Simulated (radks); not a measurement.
All-electron atom: Pm III in [Xe] 4f2.5 5d1.5 6s1 (fractional occupations, a model configuration). All-electron calculation, scalar-relativistic Kohn-Sham, PBE, spin-unpolarised, spherical densities, finite nucleus; Fermi nuclear charge, rms radius 4.962 fm. Program: a radial shooting solver on a logarithmic mesh with Libxc functionals.

Unscreened Slater integrals over Kohn-Sham orbitals (hartree).

F0(6s,6s): 0.27146
F0(6s,5d): 0.31290
G2(6s,5d): 0.081078
F0(6s,4f): 0.35214
G3(6s,4f): 0.014415
F0(6s,5p): 0.33196
G1(6s,5p): 0.028064
F0(5d,5d): 0.41423
F2(5d,5d): 0.21730
F4(5d,5d): 0.14449
F0(5d,4f): 0.52575
F2(5d,4f): 0.14045
F4(5d,4f): 0.069751
G1(5d,4f): 0.062105
G3(5d,4f): 0.052494
G5(5d,4f): 0.040607
F0(5d,5p): 0.47324
F2(5d,5p): 0.23270
G1(5d,5p): 0.27437
G3(5d,5p): 0.17039
F0(4f,4f): 1.0715
F2(4f,4f): 0.51461
F4(4f,4f): 0.32394
F6(4f,4f): 0.23335
F0(4f,5p): 0.68866
F2(4f,5p): 0.24299
G2(4f,5p): 0.12136
G4(4f,5p): 0.095631
F0(5p,5p): 0.57504
F2(5p,5p): 0.31113

Derived for the open shells (J is the average intra-shell exchange parameter used in DFT+U). 4f: F4/F2 = 0.629, F6/F2 = 0.453, J = (286 F2 + 195 F4 + 250 F6)/6435 = 0.04175 hartree. 5d: Racah B = F2/49 - 5 F4/441 = 0.002796 hartree, C = 35 F4/441 = 0.01147 hartree, C/B = 4.10, F4/F2 = 0.665, J = (F2 + F4)/14 = 0.02584 hartree.
